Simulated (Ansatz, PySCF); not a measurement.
This PySCF input computes a PBE0/def2-TZVPD energy:

```python
from pyscf import gto, scf, dft

mol = gto.M(
    atom='''
    Ba   -0.00000000   -0.00000000   -0.31928863
    O     0.00000000    0.00000000    1.88015449
    H     0.00000000    0.00000000    2.83892715
    ''',
    basis='def2-tzvpd',
    ecp='def2-tzvp',
    charge=0,
    spin=1,
    symmetry='C2v',
    verbose=4,
)

mf = dft.UKS(mol, xc='pbe0').density_fit(auxbasis='def2-universal-jkfit')
mf.grids.level = 3
mf.conv_tol = 1e-9
mf.max_cycle = 100
mf.max_memory = 1500
mf.kernel()
if not mf.converged:
    mf = mf.newton()
    mf.kernel(mf.make_rdm1())
mf.analyze()
```

Problem. Write an input for the same energy in Ansatz (an electronic-structure program) and say what it gives.

Solution. 
Ansatz 0.2 input:
```yaml
crystal:
  periodic: [false, false, false]
  atoms:
    - {symbol: Ba, position_ang: [-0.00000000, -0.00000000, -0.31928863]}
    - {symbol: O, position_ang: [0.00000000, 0.00000000, 1.88015449]}
    - {symbol: H, position_ang: [0.00000000, 0.00000000, 2.83892715]}
basis:
  gaussian:
    orbitals: def2-TZVPD
hamiltonian:
  xc: {name: PBE0}
magnetization: {spin_polarized: true, initial_magnetization: 1}
output: {forces: true}
```
It gives -101.30158 Eh, and PySCF -101.29764 Eh, a difference of 3.94 mEh. That is more than fitting and grids explain: the two runs ended on different electronic states or use different definitions.

It need not be the lowest isomer of its formula.
